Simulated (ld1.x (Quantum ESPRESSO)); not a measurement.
Ni: excitation energies, all-electron against ultrasoft

ld1.x (Quantum ESPRESSO) 7.5 input, shortened:

```
&input
   title='Ni', zed=28., rel=1, dft='PBE', iswitch=3,
   config='[Ar] 3d8 4s2 4p0'
 /
 &inputp
   pseudotype=3, tm=.true., lloc=-1, rcloc=1.40,
   nlcc=.false.
 /
6
3S  1  0   2.00   0.00  1.00  1.15  0.0
4S  2  0   2.00   0.00  1.00  1.15  0.0
3P  2  1   6.00   0.00  1.10  1.25  0.0
4P  3  1   0.00   0.00  1.10  1.25  0.0
3D  3  2   8.00   0.00  1.65  1.80  0.0
3D  3  2   0.00  -0.35  1.65  1.80  0.0
 &test
   configts(1)='3s2 3p6 3d8 4s2 4p0'
 /
```

Energies are relative to the spin-unpolarised reference configuration 3s2 3p6 3d8 4s2 4p0; without spin polarisation the order of configurations can differ from experiment. Not all tests gave a result: 2 of 7 tests not solved or not reliable. Left out of the table: 3s2 3p6 3d8 4s0 4p0 (pseudo-atom not self-consistent, printed error +3.9 eV); 3s2 3p6 3d9 4s0 4p0 (pseudo-atom not self-consistent, printed error +3.9 eV). The frozen-core shift is the all-electron ΔE with the core orbitals held at their reference shape minus the fully relaxed ΔE.

Question: Give the all-electron excitation energy and the error of the potential for: 3s2 3p6 3d8 4s1 4p0; 3s2 3p6 3d7 4s0 4p0; 3s2 3p6 3d8 4s0 4p1; 3s2 3p6 3d7 4s2 4p1; 3s2 3p6 3d8 4s1 4p1.

Answer:

```
valence configuration  charge  ΔE all-electron (eV)  error AE − PS (meV)  frozen-core shift (meV)
  3s2 3p6 3d8 4s1 4p0      +1                 9.322                +1289                     +1.1
  3s2 3p6 3d7 4s0 4p0      +3                64.140                +3875                     -0.5
  3s2 3p6 3d8 4s0 4p1      +1                15.007                +2596                     +1.7
  3s2 3p6 3d7 4s2 4p1       0                10.545                -2207                     -4.0
  3s2 3p6 3d8 4s1 4p1       0                 4.596                 +950                     +0.6
```

Levels in the configuration 3s2 3p6 3d8 4s1 4p1:

```
level  all-electron (eV)  pseudo (eV)
   3s           -113.044     -114.732
   3p            -73.378      -75.043
   3d            -10.811      -12.376
   4s             -6.882       -5.799
   4p             -2.115       -2.059
```

These tests converged, but a pseudo level misses the all-electron one widely, so the file describes the atom poorly there or has found another state: 3s2 3p6 3d7 4s0 4p0: empty 4s by 5.5 eV; 3s2 3p6 3d8 4s0 4p1: empty 4s by 3.6 eV; 3s2 3p6 3d7 4s2 4p1: 3d by 2.7 eV (a node warning on the way). ld1.x printed “convergence not achieved” for 2 of the counted tests; their residual had stalled under 1e-8, short of the target of 1e-14. A variational frozen-core shift is positive and of second order in the change. This column holds negative values, so the frozen-core run of ld1.x carries numerical noise or an error of first order here, and the column gives no more than the rough size of the effect.

A Bessel basis up to 400 Ry misses an occupied level by 1.26 Ry, so cutoffs and ghosts were not judged. The potential misses its own reference levels by up to 2.0 eV, so it is not fit for use.
